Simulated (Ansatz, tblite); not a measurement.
Isomers of Rb4H5⁻ (singlet), found by a short tight-binding search and relaxed with B3LYP-D4/def2-SVPD in Ansatz.

In the def2 sets Rb takes a core potential; there is no spin–orbit coupling. The xTB rows come from tblite. Correlated methods freeze no core orbitals; core or outer-core shells of Rb are correlated, in sets that lack core-valence functions.

A further structure is left out (at the level of its geometry, restricted singlet, unstable towards broken spin symmetry at other levels and untested here); at PBE0-D4/def2-TZVPD its energy lies 0.42 eV below the lowest shown.

A: At LDA (SPW92)/def2-TZVPD, PBE-D4/def2-TZVPD, BLYP-D4/def2-TZVPD, r2SCAN-D4/def2-TZVPD the highest occupied level of the charge -1 singlet lies above zero (up to 0.51 eV). The electron is either unbound and held by the finite basis, or the level is raised by self-interaction error. B: At LDA (SPW92)/def2-TZVPD, PBE-D4/def2-TZVPD, BLYP-D4/def2-TZVPD, r2SCAN-D4/def2-TZVPD the highest occupied level of the charge -1 singlet lies above zero (up to 0.50 eV). The electron is either unbound and held by the finite basis, or the level is raised by self-interaction error.

Other spin states weren't relaxed.

A:

```xyz
9

Rb    1.116   -2.047    1.377
Rb   -2.260    0.113   -0.005
Rb    1.386   -0.343   -2.428
Rb    1.502    2.106    1.117
H    -0.032    0.229    2.237
H     3.442   -0.228    0.045
H    -0.138   -2.006   -1.001
H    -0.098    2.296   -1.582
H    -4.918   -0.121    0.240
```

B:

```
atom   x (Å)   y (Å)   z (Å)
 Rb1   1.005   2.026   0.479
 Rb2   1.211  -2.360   0.949
 Rb3  -2.573  -0.503   1.033
 Rb4  -0.479  -0.852  -2.761
  H5  -1.928   1.504  -1.298
  H6   2.320  -0.583  -1.391
  H7  -1.507  -3.041  -0.656
  H8   2.109   4.229   1.501
  H9  -0.158  -0.418   2.145
```

**Question.** Estimate their order by electronic energy at CCSD(T)/def2-TZVPD, counted from the lowest.

**Answer.** A (0.0) < B (15.0), in kJ/mol.

**Question.** Do the other levels pick the same lowest one?

**Answer.** Not GFN2-xTB. Energies above each level's lowest (kJ/mol):

```csv
level,A,B
GFN2-xTB,3.6,0.0
HF/def2-TZVPD,0.0,7.8
LDA (SPW92)/def2-TZVPD,0.0,22.9
PBE-D4/def2-TZVPD,0.0,12.2
BLYP-D4/def2-TZVPD,0.0,6.9
r2SCAN-D4/def2-TZVPD,0.0,14.3
PBE0-D4/def2-TZVPD,0.0,14.0
MP2/def2-TZVPD,0.0,16.9
CCSD/def2-TZVPD,0.0,14.6
CCSD(T)/def2-TZVPD,0.0,15.0
```
Point groups (tolerance 0.1 Å): A Cs, B Cs. Lower isomers may exist.
